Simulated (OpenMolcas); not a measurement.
Mo4+ among 6 point charges of -1.7 e arranged as an octahedron (Oh).

```yaml
Program: OpenMolcas
Method: CASSCF
Basis: ANO-RCC-VDZP [6s5p3d1f]
Scalar_Hamiltonian: DKH2, point nucleus
Active_space: 2 electrons in 5 orbitals (4d)
State_averaging: 2S+1 = 3 even, 10 roots; 2S+1 = 1 even, 15 roots
Spin-orbit_coupling: RASSI with atomic mean-field integrals over the reference wave functions
```

All point charges move together. At R = 2.16 Å |10Dq| is 7169 cm-1, and at R = 2.25 Å it is 5885 cm-1.

Task: A third run gives 11697 cm-1. What distance was it run at?

Result: With a power law R^-n the two known points give n = -ln(5885 / 7169) / ln(2.25 / 2.16) = 4.83. Then R = 2.16 × (7169 / 11697)^(1/4.83) = 1.952 Å. The run was at 1.95 Å, so the estimate is off by +0.002 Å.

An orbital triplet at a regular site is open to Jahn-Teller coupling, which can distort the site and quench the lowest spin-orbit gaps and is left out. Without dynamic correlation the repulsion within the d shell is too large (B by tens of per cent), so at a given field states of lower spin stand too high. This field is weak: 10Dq is about 11697 cm-1, while octahedral complexes of 4d ions of charge 3 and more, computed by the same method with explicit ligands, had a median near 25000 cm-1. Ground spin and moment need not be those of a real site (figures for R = 1.95; the like holds for R = 2.16, R = 2.25). This is an electrostatic model: the charges have no orbitals. No measured value stands beside these numbers.
